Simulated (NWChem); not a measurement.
# BCl cation, doublet

```xyz
2

B      0.0000     0.0000    -1.2392
Cl     0.0000     0.0000     0.3645
```
Atoms are numbered in this order, from 1.

Results from NWChem. Pople sets run with spherical d functions. Spin-unrestricted. Coordinates come from a PBE0/def2-SVP, spin-unrestricted optimisation. No stability test was run on the SCF state. Level BLYP/6-31G*: single points from the atomic guess with DIIS by default; each run changes one setting, and all converged runs end within 0.3 mHa of each other. cgmin counts macro-iterations, each dearer than a DIIS step.

Which setting needs the most SCF iterations, or fails (quadratically convergent solver (cgmin); occupation smearing of 0.005 Ha; defaults; level shift of 0.5 Ha throughout; DIIS on 3 Fock matrices; no level shifting)?

level shift of 0.5 Ha throughout, with 17 against 8 for the defaults.
```csv
setting,SCF iterations
defaults,8
DIIS on 3 Fock matrices,10
no level shifting,8
occupation smearing of 0.005 Ha,8
level shift of 0.5 Ha throughout,17
quadratically convergent solver (cgmin),5
```
